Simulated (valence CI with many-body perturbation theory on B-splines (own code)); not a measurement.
# E1 transitions of Ir⁶⁹⁺

Calculated by relativistic CI+MBPT: six valence electrons over a frozen Dirac-Fock core [He], radial functions for each j: 9 s, 9 p, 8 d, 6 f, 3 g, 1 h, with the one-electron correlation potential Σ1, the two-electron term Σ2, the three-electron term Σ3, Breit, model QED; selected CI, second order for the rest, scaled by the run's own slope (own B-spline code, finite nucleus).

No measured spectrum was set against this ion. As an estimate, large intervals hold to a few tenths of a per cent, small ones and those within an open d or f shell to about a per cent. Among the levels kept, up to 2200 cm⁻¹ of a level comes from second order outside the variational space, and about a tenth of that is noise between levels of different J, which matters for small intervals.

Lines 51 to 100 of 208 in falling wavelength, among levels below 94213 × 10³ cm⁻¹, chosen from the strongest by gf and those to the six lowest levels. Wavelengths and rates use the calculated energies. Electric multipoles are in the length gauge with retardation, E1 and E2 with the static RPA response of the core. Weak lines are less certain than strong ones. Lines between different terms over intervals too small for the method are left out, as are lines whose strength nearly cancels. The highest levels of a list are the least certain.

Levels are named by their leading jj configuration (3d3/2^4 stands for four electrons in 3d with j = 3/2), which in mixed levels can hold well under half, so a name can repeat and another be missing. Letters in brackets count levels of one name in rising energy.

```
λ vac (Å)                               Upper                            Lower   A (s⁻¹)  log gf  Branch %
    26.22  (2s 2p1/2^2 2p3/2^2 3p1/2) J=2 [b]   (2s^2 2p1/2 2p3/2^2 3p1/2) J=3  8.71e+10   -1.35       0.0
    25.91     (2s 2p1/2^2 2p3/2^2 3s) J=2 [b]      (2s^2 2p1/2 2p3/2^2 3s) J=3  6.02e+10   -1.52       0.1
    24.61            (2s 2p1/2^2 2p3/2^3) J=1         (2s^2 2p1/2 2p3/2^3) J=2  1.28e+11   -1.46       0.4
    24.31               (2p1/2^2 2p3/2^4) J=0           (2s 2p1/2 2p3/2^4) J=1  4.30e+11   -1.42       0.7
    23.73            (2s 2p1/2^2 2p3/2^3) J=1         (2s^2 2p1/2 2p3/2^3) J=1  3.41e+10   -2.06       0.1
    21.41  (2s^2 2p1/2 2p3/2^2 3p3/2) J=3 [a]  (2s^2 2p1/2 2p3/2^2 3s) J=2 [b]  3.53e+10   -1.77       0.9
    21.29      (2s^2 2p1/2 2p3/2^2 3p3/2) J=2  (2s^2 2p1/2 2p3/2^2 3s) J=2 [b]  5.75e+10   -1.71       0.8
    20.95      (2s^2 2p1/2 2p3/2^2 3p3/2) J=2      (2s^2 2p1/2 2p3/2^2 3s) J=3  4.74e+10   -1.81       0.7
    20.79      (2s^2 2p1/2 2p3/2^2 3p3/2) J=1  (2s^2 2p1/2 2p3/2^2 3s) J=2 [b]  1.31e+12   -0.59      17.2
    20.65      (2s^2 2p1/2 2p3/2^2 3p3/2) J=0  (2s^2 2p1/2 2p3/2^2 3s) J=1 [a]  2.06e+12   -0.88      46.5
    20.60  (2s^2 2p1/2 2p3/2^2 3p3/2) J=3 [b]  (2s^2 2p1/2 2p3/2^2 3s) J=2 [b]  9.28e+11   -0.38      22.6
    20.56      (2s^2 2p1/2^2 2p3/2 3p3/2) J=1      (2s^2 2p1/2^2 2p3/2 3s) J=1  1.74e+12   -0.48      48.1
    20.55      (2s^2 2p1/2 2p3/2^2 3p3/2) J=2  (2s^2 2p1/2 2p3/2^2 3s) J=1 [a]  1.04e+12   -0.48      15.3
    20.40      (2s^2 2p1/2^2 2p3/2 3d3/2) J=2   (2s^2 2p1/2^2 2p3/2 3p1/2) J=2  7.35e+11   -0.64       0.4
    20.36      (2s^2 2p1/2^2 2p3/2 3d3/2) J=2   (2s^2 2p1/2^2 2p3/2 3p1/2) J=1  7.61e+11   -0.63       0.5
    20.30      (2s^2 2p1/2 2p3/2^2 3p3/2) J=4      (2s^2 2p1/2 2p3/2^2 3s) J=3  2.22e+12    0.09      48.9
    20.28  (2s^2 2p1/2 2p3/2^2 3p3/2) J=3 [b]      (2s^2 2p1/2 2p3/2^2 3s) J=3  1.24e+12   -0.27      30.3
    20.26      (2s^2 2p1/2^2 2p3/2 3p3/2) J=3      (2s^2 2p1/2^2 2p3/2 3s) J=2  2.23e+12   -0.02      62.0
    20.24      (2s^2 2p1/2^2 2p3/2 3p3/2) J=1      (2s^2 2p1/2^2 2p3/2 3s) J=2  3.90e+11   -1.14      10.8
    20.22  (2s^2 2p1/2 2p3/2^2 3p3/2) J=3 [a]  (2s^2 2p1/2 2p3/2^2 3s) J=2 [a]  2.27e+12   -0.01      57.7
    20.12      (2s^2 2p1/2^2 2p3/2 3d3/2) J=3   (2s^2 2p1/2^2 2p3/2 3p1/2) J=2  1.55e+12   -0.18       3.7
    20.12      (2s^2 2p1/2 2p3/2^2 3p3/2) J=2  (2s^2 2p1/2 2p3/2^2 3s) J=2 [a]  1.12e+12   -0.47      16.6
    20.08      (2s^2 2p1/2 2p3/2^2 3p3/2) J=1  (2s^2 2p1/2 2p3/2^2 3s) J=1 [a]  7.62e+11   -0.86      10.0
    19.99      (2s^2 2p1/2^2 2p3/2 3d3/2) J=1   (2s^2 2p1/2^2 2p3/2 3p1/2) J=2  2.83e+11   -1.29       0.1
    19.95      (2s^2 2p1/2^2 2p3/2 3d3/2) J=1   (2s^2 2p1/2^2 2p3/2 3p1/2) J=1  1.31e+12   -0.63       0.3
    19.81      (2s^2 2p1/2^2 2p3/2 3d3/2) J=0   (2s^2 2p1/2^2 2p3/2 3p1/2) J=1  1.63e+12   -1.02      96.7
    19.67      (2s^2 2p1/2 2p3/2^2 3p3/2) J=1  (2s^2 2p1/2 2p3/2^2 3s) J=2 [a]  7.54e+10   -1.88       1.0
    19.57      (2s^2 2p1/2^2 2p3/2 3p3/2) J=2      (2s^2 2p1/2^2 2p3/2 3s) J=1  1.30e+12   -0.43      38.9
    19.50  (2s^2 2p1/2 2p3/2^2 3p3/2) J=3 [b]  (2s^2 2p1/2 2p3/2^2 3s) J=2 [a]  3.57e+10   -1.85       0.9
    19.28      (2s^2 2p1/2^2 2p3/2 3p3/2) J=2      (2s^2 2p1/2^2 2p3/2 3s) J=2  1.28e+12   -0.45      38.2
    18.74      (2s^2 2p1/2^2 2p3/2 3p3/2) J=0      (2s^2 2p1/2^2 2p3/2 3s) J=1  2.93e+12   -0.81      43.2
    10.27                  (2s^2 2p3/2^4) J=0         (2s 2p1/2^2 2p3/2^3) J=1  7.16e+10   -2.95      44.0
    6.085         (2s 2p1/2^2 2p3/2^2 3s) J=3      (2s^2 2p1/2^2 2p3/2 3s) J=2  4.47e+12   -0.76       8.9
    6.064  (2s 2p1/2^2 2p3/2^2 3p1/2) J=2 [a]   (2s^2 2p1/2^2 2p3/2 3p1/2) J=2  5.01e+11   -1.86       0.2
    6.061      (2s 2p1/2^2 2p3/2^2 3p1/2) J=3   (2s^2 2p1/2^2 2p3/2 3p1/2) J=2  4.33e+12   -0.78       0.7
    6.060  (2s 2p1/2^2 2p3/2^2 3p1/2) J=2 [a]   (2s^2 2p1/2^2 2p3/2 3p1/2) J=1  3.95e+12   -0.96       1.6
    6.018     (2s 2p1/2^2 2p3/2^2 3s) J=2 [a]      (2s^2 2p1/2^2 2p3/2 3s) J=1  2.50e+12   -1.17       0.9
    5.990     (2s 2p1/2^2 2p3/2^2 3s) J=2 [a]      (2s^2 2p1/2^2 2p3/2 3s) J=2  2.67e+12   -1.14       0.9
    5.859            (2s 2p1/2^2 2p3/2^3) J=2       (2s^2 2p1/2^2 2p3/2^2) J=2  1.46e+13   -0.42      99.3
    5.824              (2s 2p1/2 2p3/2^4) J=0         (2s^2 2p1/2 2p3/2^3) J=1  2.92e+13   -0.83      99.9
    5.792            (2s 2p1/2^2 2p3/2^3) J=1       (2s^2 2p1/2^2 2p3/2^2) J=0  9.37e+12   -0.85      25.8
    5.781     (2s 2p1/2^2 2p3/2^2 3s) J=1 [a]      (2s^2 2p1/2^2 2p3/2 3s) J=1  1.97e+12   -1.53       1.3
    5.768              (2s 2p1/2 2p3/2^4) J=1         (2s^2 2p1/2 2p3/2^3) J=2  2.64e+13   -0.40      83.9
    5.761     (2s 2p1/2^2 2p3/2^2 3s) J=1 [b]      (2s^2 2p1/2^2 2p3/2 3s) J=1  2.57e+13   -0.42       8.1
    5.755     (2s 2p1/2^2 2p3/2^2 3s) J=1 [a]      (2s^2 2p1/2^2 2p3/2 3s) J=2  1.41e+13   -0.68       9.0
    5.751               (2p1/2^2 2p3/2^4) J=0         (2s 2p1/2^2 2p3/2^3) J=1  5.91e+13   -0.53      99.3
    5.748  (2s 2p1/2^2 2p3/2^2 3p1/2) J=1 [a]   (2s^2 2p1/2^2 2p3/2 3p1/2) J=2  1.17e+13   -0.76       1.8
    5.748  (2s 2p1/2^2 2p3/2^2 3p1/2) J=1 [b]   (2s^2 2p1/2^2 2p3/2 3p1/2) J=2  6.82e+12   -0.99       1.0
    5.745  (2s 2p1/2^2 2p3/2^2 3p1/2) J=1 [a]   (2s^2 2p1/2^2 2p3/2 3p1/2) J=1  4.27e+12   -1.20       0.7
    5.744  (2s 2p1/2^2 2p3/2^2 3p1/2) J=1 [b]   (2s^2 2p1/2^2 2p3/2 3p1/2) J=1  2.29e+13   -0.47       3.3
```

Task: How does gf follow from A for the line at 25.91 Å?

Result: gf = 1.4992 × (2J+1)_upper × A / σ², with σ = 3859109 cm⁻¹ and 2J+1 = 5: gf = 0.0303.
